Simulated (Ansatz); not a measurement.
Reaction (hydrogenolysis of the Al–S bond): `C[NH][Al]([OH])[SH]` + H₂ → `C[NH][AlH][OH]` + H₂S

Computed with Ansatz on PBE0-D4/def2-TZVP structures; ΔE is electronic, products minus reactants. CBS: MP2 limit from def2 TZ/QZ plus the TZ coupled-cluster correction, frozen cores. This one scheme is used for every species. Functionals use def2-TZVPP. Each species was taken in one conformer, which may not be the lowest.

`C[NH][Al]([OH])[SH]`:

```xyz
11

C    -0.338   -1.378    1.288
N    -0.670   -0.084    0.734
Al    0.098    0.746   -0.611
O    -0.496    2.267   -1.056
S     1.768   -0.250   -1.616
H    -1.169   -2.089    1.215
H     0.504   -1.816    0.745
H    -0.041   -1.317    2.342
H    -1.442    0.355    1.212
H    -0.161    2.807   -1.767
H     1.947    0.759   -2.486
```

H₂:

Cartesian coordinates in Å:
```
H -0.133 0.196 0.288
H 0.133 -0.196 -0.288
```

`C[NH][AlH][OH]`:

```xyz
10

C    -0.887    0.542   -0.974
N    -0.448    0.551    0.404
Al    0.813   -0.402    1.197
O     1.737   -1.544    0.349
H    -0.757    1.515   -1.462
H    -0.303   -0.182   -1.549
H    -1.940    0.256   -1.078
H    -0.967    1.215    0.960
H     1.101   -0.198    2.730
H     1.651   -1.754   -0.578
```

H₂S:

```xyz
3

S     0.296   -0.265    0.475
H    -0.718   -0.645   -0.315
H     0.422    0.910   -0.160
```

```
        level  ΔE (eV)
    revPBE-D4     0.98
MP2/CBS(def2)     1.05
```

**Question.** What does CCSD(T)/CBS give? (Estimate.)

**Answer.** Ansatz gave: +0.96 eV. The listed levels differ from it by 0.02, 0.09 eV.

Largest T1 diagnostic among the species: 0.011.

In def2-TZVPP, CCSD(T) changes the Hartree–Fock value by +0.16 eV (the triples alone add +0.04 eV) and MP2 by +0.25 eV. Leaving LDA and LC-ωPBE aside and taking each functional with its dispersion term where it has one, the values, not all of them listed here, spread over 0.18 eV, from B97M-V to r2SCAN-D4.
